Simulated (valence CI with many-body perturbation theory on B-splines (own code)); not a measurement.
## Level structure of Nb+

Level of theory: valence CI with perturbative core correlation (CI+MBPT): four valence electrons over a frozen Dirac-Fock core [Kr], radial functions for each j: 7 s, 7 p, 8 d, 6 f, 4 g, 1 h, with the one-electron correlation potential Σ1, the two-electron term Σ2, the three-electron term Σ3, Breit, model QED; selected CI, second order for the rest, scaled by the run's own slope (own B-spline code, finite nucleus).

Set against measurement, 31 paired levels are off by 479 cm⁻¹ on average, the worst by 826. These come from a selection out of the NIST Handbook of Basic Atomic Spectroscopic Data. Levels without a partner in it may be off by more, other configurations by 1,000 to 4,000 cm⁻¹. Among the levels kept, up to 550 cm⁻¹ of a level comes from second order outside the variational space, and about a tenth of that is noise between levels of different J, which matters for small intervals. 2 measured levels below the end of the list, from 14626 cm⁻¹ on, found no clear computed partner, and computed levels of the same name lie up to 394 cm⁻¹ from them.

Levels 46 to 90 of 196, with energies above the lowest level, 4d4 5D_0. "Leading %" is the weight of the configuration and term that name the level; weights of strongly mixed levels are sums over their largest components and can fall short. Lifetimes count E1, E2, E3, M1 and M2 decay at the calculated energies, and are blank where another channel may lead or the interval is too uncertain; long ones can be off by a factor of two.

```
No.  Configuration  Term  J  E (cm⁻¹)  Leading %  Second component  Lifetime      g
 46            4d4    1F  3     19119         68    24 % 4d3 5s 1F            1.009
 47         4d3 5s    3D  1     19586         35       32 % 4d4 3D    1.50 s  0.694
 48         4d3 5s    3D  2     20106         50       32 % 4d4 3D            1.139
 49         4d3 5s    3D  3     20452         56       31 % 4d4 3D    1.59 s  1.309
 50        4d2 5s2    3F  2     20806         47       27 % 4d4 3F    1.53 s  0.715
 51         4d3 5s    3P  0     21089         56       31 % 4d4 3P    1.42 s       
 52         4d3 5s    1H  5     21110         94                              1.002
 53         4d3 5s    1P  1     21163         28    18 % 4d3 5s 3D            1.071
 54        4d2 5s2    3F  3     21308         44       28 % 4d4 3F    1.51 s  1.099
 55        4d2 5s2    3F  4     21717         41       35 % 4d4 3F    1.83 s  1.250
 56         4d3 5s    1P  1     21721         46    29 % 4d3 5s 3P            1.241
 57         4d3 5s    3P  2     22248         53       36 % 4d4 3P    1.21 s  1.480
 58         4d3 5s    1D  2     25051         45       34 % 4d4 1D    1.08 s  0.988
 59         4d3 5s    3F  3     26153         64       31 % 4d4 3F    408 ms  1.083
 60         4d3 5s    3F  4     26160         62       32 % 4d4 3F    413 ms  1.249
 61         4d3 5s    3F  2     26205         62       27 % 4d4 3F    405 ms  0.688
 62            4d4    3P  2     28297         61    27 % 4d3 5s 3P    1.31 s  1.492
 63            4d4    3P  1     28813         63    24 % 4d3 5s 3P    1.08 s  1.499
 64            4d4    3P  0     29024         63    23 % 4d3 5s 3P    940 ms       
 65            4d4    3F  2     29443         44   30 % 4d2 5s2 3F    228 ms  0.678
 66            4d4    3F  3     29797         41   37 % 4d2 5s2 3F    220 ms  1.083
 67        4d2 5s2    3F  4     30121         36       28 % 4d4 3F            1.205
 68            4d4    1G  4     30842         63    10 % 4d3 5s 1G            1.046
 69        4d2 5s2    1D  2     31781         58       22 % 4d4 1D    242 ms  1.003
 70         4d3 5p   5G°  2     32678         94                     5.95 ns  0.344
 71         4d3 5s    1F  3     32843         68       24 % 4d4 1F    980 ms  1.005
 72         4d3 5p   5G°  3     33232         95                     5.77 ns  0.920
 73         4d3 5p   5G°  4     33930         96                     5.58 ns  1.151
 74         4d3 5p   3D°  1     34204         73   18 % 4d3 5p 5F°   6.18 ns  0.421
 75         4d3 5p   5G°  5     34756         96                     5.38 ns  1.266
 76         4d3 5p   3D°  2     34839         68   19 % 4d3 5p 5F°   5.89 ns  1.144
 77        4d2 5s2    3P  0     35565         73       12 % 4d4 3P   4.84 ms       
 78         4d3 5p   5G°  6     35713         96                     5.14 ns  1.333
 79         4d3 5p   3D°  3     35857         50   32 % 4d3 5p 5F°   5.11 ns  1.317
 80        4d2 5s2    3P  1     35859         75       10 % 4d4 3P   6.00 ms  1.500
 81         4d3 5p   5F°  1     36028         74   16 % 4d3 5p 3D°   4.59 ns  0.117
 82         4d3 5s    3D  3     36050         93                      179 ms  1.328
 83         4d3 5s    3D  2     36173         93                      123 ms  1.169
 84         4d3 5p   5F°  2     36258         73   12 % 4d3 5p 3D°   4.54 ns  1.034
 85         4d3 5s    3D  1     36279         95                      101 ms  0.500
 86        4d2 5s2    3P  2     36396         74        7 % 4d4 3P   12.7 ms  1.483
 87         4d3 5p   5D°  0     36523         93                     2.66 ns       
 88         4d3 5p   5F°  3     36656         59   19 % 4d3 5p 3D°   4.47 ns  1.274
 89         4d3 5p   5D°  1     36711         91                     2.70 ns  1.467
 90         4d3 5p   5F°  4     36838         83    5 % 4d3 5p 3G°   4.37 ns  1.329
```

Names give the largest LS component (configuration and term), which can be under half, so a name can repeat, a term be missing and a line seem to break the LS rules; names also repeat where a configuration has a term twice.

Where two levels of one J and parity lie close, their mixing, g and order are uncertain.
